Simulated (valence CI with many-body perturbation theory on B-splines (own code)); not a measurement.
# S: calculated level list

Computed by configuration interaction combined with many-body perturbation theory (CI+MBPT): six valence electrons over a frozen Dirac-Fock core [Ne], a basis of 9 s, 9 p, 8 d, 6 f, 3 g, 1 h functions for each j, with the one-electron correlation potential Σ1 (screened to all orders), the two-electron term Σ2, the three-electron term Σ3, Breit, model QED; selected single and double excitations, second order for the rest, scaled by the run's own slope (own B-spline code, finite nucleus).

Against 29 measured levels this calculation errs by 270 cm⁻¹ on average and by 480 at most. Among the levels kept, up to 3200 cm⁻¹ of a level comes from second order outside the variational space, and about a tenth of that is noise between levels of different J, which matters for small intervals.

Levels 1 to 30 of 30, with energies above the lowest level, 3s2 3p4 3P_2. "Leading %" is the weight of the configuration and term that name the level; weights of strongly mixed levels are sums over their largest components and can fall short. In the jj column 3d3/2^4 stands for four electrons in 3d with j = 3/2.

```tsv
No.	Configuration	Term	J	E (cm⁻¹)	Leading %	Leading jj	Second component
1	3s2 3p4	3P	2	0.0	92	3s^2 3p1/2^2 3p3/2^2 (64 %)	
2	3s2 3p4	3P	1	348	92	3s^2 3p1/2 3p3/2^3 (92 %)	
3	3s2 3p4	3P	0	417	92	3s^2 3p3/2^4 (59 %)	
4	3s2 3p4	1D	2	9345	92	3s^2 3p1/2 3p3/2^3 (64 %)	
5	3s2 3p4	1S	0	22285	89	3s^2 3p1/2^2 3p3/2^2 (57 %)	
6	3s2 3p3 4s	5S°	2	52205	90	3s^2 3p1/2 3p3/2^2 4s (50 %)	
7	3s2 3p3 4s	3S°	1	54928	89	3s^2 3p1/2 3p3/2^2 4s (49 %)	
8	3s2 3p3 4p	5P	3	62997	90	3s^2 3p1/2 3p3/2^2 4p3/2 (50 %)	
9	3s2 3p3 4p	5P	1	63050	89	3s^2 3p1/2 3p3/2^2 4p1/2 (42 %)	
10	3s2 3p3 4p	5P	2	63072	90	3s^2 3p1/2 3p3/2^2 4p1/2 (26 %)	
11	3s2 3p3 4p	3P	0	64411	88	3s^2 3p1/2 3p3/2^2 4p3/2 (57 %)	
12	3s2 3p3 4p	3P	1	64514	89	3s^2 3p1/2 3p3/2^2 4p3/2 (36 %)	
13	3s2 3p3 4p	3P	2	64527	89	3s^2 3p1/2 3p3/2^2 4p3/2 (28 %)	
14	3s2 3p3 3d	5D°	0	67460	86	3s^2 3p1/2 3p3/2^2 3d3/2 (48 %)	
15	3s2 3p3 3d	5D°	4	67531	87	3s^2 3p1/2 3p3/2^2 3d5/2 (48 %)	
16	3s2 3p3 4s	3D°	1	67617	84	3s^2 3p1/2 3p3/2^2 4s (37 %)	
17	3s2 3p3 4s	3D°	2	67618	86	3s^2 3p1/2 3p3/2^2 4s (57 %)	
18	3s2 3p3 4s	3D°	3	67636	82	3s^2 3p1/2 3p3/2^2 4s (82 %)	6 % 3s2 3p3 3d 5D°
19	3s2 3p3 3d	5D°	1	67659	85	3s^2 3p1/2 3p3/2^2 3d3/2 (42 %)	
20	3s2 3p3 3d	5D°	3	67690	82	3s^2 3p1/2 3p3/2^2 3d5/2 (29 %)	6 % 3s2 3p3 4s 3D°
21	3s2 3p3 3d	5D°	2	67699	88	3s^2 3p1/2 3p3/2^2 3d3/2 (33 %)	
22	3s2 3p3 4s	1D°	2	69027	89	3s^2 3p1/2 3p3/2^2 4s (69 %)	
23	3s2 3p3 3d	3D°	1	69851	86	3s^2 3p1/2 3p3/2^2 3d5/2 (46 %)	
24	3s2 3p3 3d	3D°	2	69886	86	3s^2 3p1/2 3p3/2^2 3d5/2 (28 %)	
25	3s2 3p3 3d	3D°	3	69896	86	3s^2 3p1/2 3p3/2^2 3d3/2 (27 %)	
26	3s2 3p3 5s	5S°	2	70429	90	3s^2 3p1/2 3p3/2^2 5s (50 %)	
27	3s2 3p3 5s	3S°	1	71013	89	3s^2 3p1/2 3p3/2^2 5s (50 %)	
28	3s 3p5	3P°	2	71942	57	3s 3p1/2^2 3p3/2^3 (57 %)	20 % 3s2 3p3 3d 3P°
29	3s 3p5	3P°	0	72265	55	3s 3p1/2 3p3/2^4 (55 %)	18 % 3s2 3p3 3d 3P°
30	3s 3p5	3P°	1	72362	56	3s 3p1/2 3p3/2^4 (36 %)	20 % 3s2 3p3 3d 3P°
```

Names give the largest LS component (configuration and term), which can be under half, so a name can repeat, a term be missing and a line seem to break the LS rules; names also repeat where a configuration has a term twice.

The ionisation energy to 3s2 3p3 4S°_3/2 of the next ion comes out as 10.287 eV (NIST: 10.36 eV (measured), further off than twice its uncertainty). All 30 levels together are meant to be complete up to 73365 cm⁻¹.
